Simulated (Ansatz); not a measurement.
`CB(N)Cl` and `[CH3][Ga]([NH2])[Cl]` differ in one element.

Ansatz, PBE0-D4/def2-TZVP geometries, multiplicity 1. Each molecule was computed in one conformer, which needn't be the lowest.

Scalar relativity is left out up to krypton.

| property | `CB(N)Cl` |
| --- | --- |
| HOMO energy (PBE/def2-TZVPP) / eV | -6.83 |
| LUMO energy (ωB97M-V/def2-TZVPP) / eV | 1.99 |
| HOMO–LUMO gap (PBE0/def2-TZVPP) / eV | 8.94 |
| LUMO energy (B3LYP/def2-TZVPP) / eV | 0.40 |
| HOMO–LUMO gap (B3LYP/def2-TZVPP) / eV | 8.36 |
| size of the dipole moment (B3LYP/def2-TZVPP) / D | 2.56 |

Problem. Give the same properties after the change, and the shifts. (An estimate is asked.)

Solution. The calculation gave: 
```tsv
property	`[CH3][Ga]([NH2])[Cl]`	shift
HOMO energy (PBE/def2-TZVPP) / eV	-6.14	0.69
LUMO energy (ωB97M-V/def2-TZVPP) / eV	1.55	-0.44
HOMO–LUMO gap (PBE0/def2-TZVPP) / eV	7.37	-1.57
LUMO energy (B3LYP/def2-TZVPP) / eV	-0.42	-0.82
HOMO–LUMO gap (B3LYP/def2-TZVPP) / eV	6.86	-1.50
size of the dipole moment (B3LYP/def2-TZVPP) / D	2.87	0.31
```

With PBE0 the HOMO rises by 0.70 eV and the LUMO falls by 0.87 eV, so the gap narrows by about 1.57 eV. PBE moves the HOMO by 0.69 eV and ωB97M-V by 0.62 eV. Dipoles are sizes alone; their direction can turn.

B3LYP here is the variant with VWN-RPA as its local correlation; programs differ in this.
